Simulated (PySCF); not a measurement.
Start geometry of `[GeH3][C@@H]1C[C@@H]1C1CCC1` from GFN2-xTB (Å):
```
atom  x, y, z in Å
Ge1   -2.559    0.959    0.044
C2    -1.814   -0.749   -0.440
C3    -1.310   -1.667    0.625
C4    -0.300   -1.008   -0.312
C5     0.582    0.062    0.177
C6     1.262    0.954   -0.881
C7     2.618    0.754   -0.158
C8     1.994   -0.357    0.679
H9    -1.878    2.135   -0.599
H10   -4.016    1.049   -0.370
H11   -2.544    1.216    1.527
H12   -2.292   -1.231   -1.267
H13   -1.498   -2.716    0.534
H14   -1.322   -1.305    1.661
H15    0.110   -1.656   -1.067
H16    0.060    0.687    0.943
H17    1.250    0.499   -1.867
H18    0.894    1.977   -0.955
H19    2.889    1.613    0.442
H20    3.427    0.476   -0.778
H21    2.233   -1.356    0.325
H22    2.151   -0.331    1.749
```

Question: What comes out of this run: PySCF 2.14.0, PBE0-D3(BJ)/def2-SVP geometry optimisation, gas phase?

Answer: 
```
atom  x, y, z in Å
Ge1   -2.7373    1.1039    0.0208
C2    -2.0045   -0.6491   -0.3865
C3    -1.5716   -1.5994    0.7020
C4    -0.5468   -1.0029   -0.2117
C5     0.4563   -0.0078    0.2911
C6     1.1731    0.9182   -0.7166
C7     2.4568    0.7673    0.1204
C8     1.8473   -0.5020    0.7448
H9    -2.2844    2.1533   -1.0143
H10   -4.2771    1.0296   -0.0002
H11   -2.2931    1.5669    1.4224
H12   -2.4930   -1.1166   -1.2483
H13   -1.8210   -2.6585    0.5941
H14   -1.5925   -1.2433    1.7375
H15   -0.1433   -1.6754   -0.9791
H16    0.0065    0.5996    1.0948
H17    1.2695    0.4231   -1.6964
H18    0.7621    1.9266   -0.8775
H19    2.5524    1.5758    0.8617
H20    3.4139    0.6728   -0.4131
H21    2.1394   -1.4060    0.1859
H22    2.0070   -0.6911    1.8171
```

The energy falls by 5.5 kcal/mol over 14 energy and gradient evaluations, the largest force component goes from 0.0445 to 3.6e-04 Eh/bohr, and the atoms move by 0.246 Å rms after alignment. The bond that changes most is C7–H20 (four-membered-ring carbon to methylene hydrogen), which lengthens by 0.043 Å. Bonds longer at the end by more than 0.005 Å: 16 of 23; shorter: 5. Among the angles that change most is C2–Ge1–H9, from 114.3° to 111.3°. Among the dihedrals that turn most is H11–Ge1–C2–C3, from 1° to 23°. Rotational constants go from 2652, 748.2, 640.0 to 2603, 728.8, 619.3 MHz. The orientation of the end geometry is arbitrary; only internal coordinates are fixed.

The run used 200 basis functions and 79 SCF cycles in all. Time: 9.0 min of wall time; peak memory 0.93 GiB. Hardware: an Arm Neoverse N1 with one thread, shared host with 64 logical CPUs at a one-minute load of 56.

Stationary, but not proved a minimum. The numbers are those of one conformer.
